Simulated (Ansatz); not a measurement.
Geometry optimisation, Ansatz, RHF/def2-SVP.

The input (input.yaml):

```yaml
crystal:
  periodic: [false, false, false]
  atoms:
    - { symbol: Sn, position_ang: [-0.054806, -0.010551, 0.475628] }
    - { symbol: H, position_ang: [0.391908, 0.093889, 2.116193] }
    - { symbol: O, position_ang: [1.862462, -0.34213, 0.44198] }
    - { symbol: H, position_ang: [2.375961, -0.493852, -0.337643] }
    - { symbol: O, position_ang: [-0.662658, 1.519971, -0.547734] }
    - { symbol: H, position_ang: [-1.304894, 1.349477, -1.221598] }
    - { symbol: O, position_ang: [-1.14712, -1.439171, -0.274283] }
    - { symbol: H, position_ang: [-1.026054, -2.326133, 0.031858] }
basis:
  gaussian: { orbitals: def2-SVP }
hamiltonian:
  xc: hf
relax:
  f_tol: 0.03
  max_steps: 50
```

Launched with:

```bash
$ ansatz run input.yaml --threads 1 --pin off --max-ram 2048MiB --backend cpu --events-out ev --progress --plain --runs-dir out
```

Question: Where does it end, and by what steps?

Answer: The forces met the threshold. The force dipped under the threshold on the way, but the program's further checks kept it going. After 14 steps the energy has fallen by 0.637 eV; H2 moved furthest, 0.58 Å.

```json
{"step": "0", "energy less start (eV)": "0.0000", "largest force component (eV/Å)": "1.464", "accepted": "yes"}
{"step": "1", "energy less start (eV)": "-0.3763", "largest force component (eV/Å)": "0.797", "accepted": "yes"}
{"step": "2", "energy less start (eV)": "-0.5594", "largest force component (eV/Å)": "0.296", "accepted": "yes"}
{"step": "3", "energy less start (eV)": "-0.6069", "largest force component (eV/Å)": "0.849", "accepted": "yes"}
{"step": "4", "energy less start (eV)": "-0.6046", "largest force component (eV/Å)": "0.271", "accepted": "no"}
{"step": "5", "energy less start (eV)": "-0.6294", "largest force component (eV/Å)": "0.125", "accepted": "yes"}
{"step": "6", "energy less start (eV)": "-0.6311", "largest force component (eV/Å)": "0.197", "accepted": "yes"}
{"step": "7", "energy less start (eV)": "-0.4995", "largest force component (eV/Å)": "2.710", "accepted": "no"}
{"step": "8", "energy less start (eV)": "-0.6339", "largest force component (eV/Å)": "0.057", "accepted": "yes"}
{"step": "9", "energy less start (eV)": "-0.6355", "largest force component (eV/Å)": "0.052", "accepted": "yes"}
{"step": "10", "energy less start (eV)": "-0.6365", "largest force component (eV/Å)": "0.007", "accepted": "yes"}
{"step": "11", "energy less start (eV)": "-0.6207", "largest force component (eV/Å)": "0.850", "accepted": "no"}
{"step": "12", "energy less start (eV)": "-0.6366", "largest force component (eV/Å)": "0.009", "accepted": "yes"}
{"step": "13", "energy less start (eV)": "-0.6365", "largest force component (eV/Å)": "0.103", "accepted": "no"}
{"step": "14", "energy less start (eV)": "-0.6367", "largest force component (eV/Å)": "0.018", "accepted": "yes"}
```

```xyz
8
Properties=species:S:1:pos:R:3
Sn 0.012 -0.065 0.632
H -0.109 0.340 2.264
O 1.814 -0.645 0.161
H 2.240 -0.212 -0.563
O -0.421 1.439 -0.532
H -1.095 1.309 -1.183
O -1.195 -1.515 0.135
H -0.812 -2.299 -0.230
```

Time of the run: 33 s on 1 thread of Arm Neoverse V1 (shared host), peak memory 0.17 GiB.
